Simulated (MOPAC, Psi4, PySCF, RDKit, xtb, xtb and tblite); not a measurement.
Conformational energy of SMILES c1c(-c2c(OC)ccs2)csc1 (C₉H₈OS₂). Scanned: dihedral C1–O2–C3–C4; all other coordinates were relaxed at GFN2-xTB. Points at φ and −φ are mirror images.

Geometry of the scan point at -60° (Å):
```
20

C     -2.1913    -2.0229    -0.6321
O     -0.9523    -1.3765    -0.4225
C     -1.0371    -0.0685    -0.0197
C     -1.6627     0.9623    -0.7672
C     -1.5510     2.1769    -0.1766
S     -0.6708     2.1040     1.2956
C     -0.4472     0.3883     1.1388
C      0.2806    -0.3508     2.1389
C      0.6833     0.2037     3.3898
C      1.3409    -0.6837     4.1695
S      1.4977    -2.2216     3.4101
C      0.6642    -1.6596     2.0217
H     -2.7770    -2.0565     0.2926
H     -1.9515    -3.0365    -0.9481
H     -2.7818    -1.5315    -1.4111
H     -2.1646     0.7965    -1.7036
H     -1.9229     3.1209    -0.5208
H      0.4772     1.2206     3.6728
H      1.7482    -0.5370     5.1497
H      0.5086    -2.3141     1.1893
```

Levels: GFN2-xTB (xtb and tblite); MMFF94 // GFN2-xTB (RDKit); PBE/def2-SVP // GFN2-xTB (Psi4); PBE-D3(BJ)/def2-SVP // GFN2-xTB (Psi4); UFF // GFN2-xTB (RDKit); PM6, restricted, heats of formation // GFN2-xTB (MOPAC); GFN1-xTB // GFN2-xTB (xtb); RKS-B3LYP/6-31G* = restricted B3LYP/6-31G*, spherical d, density fitting // GFN2-xTB (PySCF); RKS-M06-2X/6-31G* = restricted M06-2X/6-31G*, spherical d, density fitting // GFN2-xTB in PySCF; RKS-B3LYP/6-311+G** = restricted B3LYP/6-311+G**, spherical d, density fitting // GFN2-xTB in PySCF 2.14.0; RHF/6-31G* = restricted Hartree-Fock/6-31G*, spherical d, density fitting // GFN2-xTB (PySCF 2.14.0).

Least-squares fit of E(φ) = a0 + Σ (a_n cos nφ + b_n sin nφ), n = 1 to 4, to the 12 scan points, in kcal/mol above the lowest point of each profile (levels whose profile four harmonics don't fit are not listed):

```json
[
 {"method": "GFN2-xTB", "a0": "2.44", "a1": "-1.68", "b1": "0.00", "a2": "-0.50", "b2": "0.00", "a3": "-0.27", "b3": "0.00", "a4": "0.00", "b4": "0.00", "rms of fit": "0.08"},
 {"method": "MMFF94", "a0": "6.32", "a1": "-8.91", "b1": "0.00", "a2": "4.10", "b2": "0.00", "a3": "-1.81", "b3": "0.00", "a4": "0.33", "b4": "0.00", "rms of fit": "0.36"},
 {"method": "PBE/def2-SVP", "a0": "2.76", "a1": "-2.29", "b1": "0.00", "a2": "-0.07", "b2": "0.00", "a3": "-0.35", "b3": "0.00", "a4": "-0.03", "b4": "0.00", "rms of fit": "0.07"},
 {"method": "PBE-D3(BJ)/def2-SVP", "a0": "2.41", "a1": "-1.90", "b1": "0.00", "a2": "-0.06", "b2": "0.00", "a3": "-0.40", "b3": "0.00", "a4": "-0.04", "b4": "0.00", "rms of fit": "0.08"},
 {"method": "UFF", "a0": "5.33", "a1": "-4.26", "b1": "0.00", "a2": "-0.42", "b2": "0.00", "a3": "-0.80", "b3": "0.00", "a4": "0.14", "b4": "0.00", "rms of fit": "0.12"},
 {"method": "PM6", "a0": "1.12", "a1": "-0.12", "b1": "0.00", "a2": "-0.90", "b2": "0.00", "a3": "0.12", "b3": "0.00", "a4": "-0.07", "b4": "0.00", "rms of fit": "0.08"},
 {"method": "GFN1-xTB", "a0": "2.16", "a1": "-1.95", "b1": "0.00", "a2": "-0.01", "b2": "0.00", "a3": "-0.24", "b3": "0.00", "a4": "0.05", "b4": "0.00", "rms of fit": "0.04"},
 {"method": "RKS-B3LYP/6-31G*", "a0": "2.03", "a1": "-2.00", "b1": "0.00", "a2": "0.33", "b2": "0.00", "a3": "-0.27", "b3": "0.00", "a4": "-0.09", "b4": "0.00", "rms of fit": "0.03"},
 {"method": "RKS-M06-2X/6-31G*", "a0": "1.48", "a1": "-1.32", "b1": "0.00", "a2": "0.35", "b2": "0.00", "a3": "-0.38", "b3": "0.00", "a4": "-0.22", "b4": "0.00", "rms of fit": "0.06"},
 {"method": "RKS-B3LYP/6-311+G**", "a0": "1.94", "a1": "-1.85", "b1": "0.00", "a2": "0.19", "b2": "0.00", "a3": "-0.22", "b3": "0.00", "a4": "-0.05", "b4": "0.00", "rms of fit": "0.01"},
 {"method": "RHF/6-31G*", "a0": "1.03", "a1": "-1.37", "b1": "0.00", "a2": "0.72", "b2": "0.00", "a3": "0.05", "b3": "0.00", "a4": "-0.30", "b4": "0.00", "rms of fit": "0.04"}
]
```
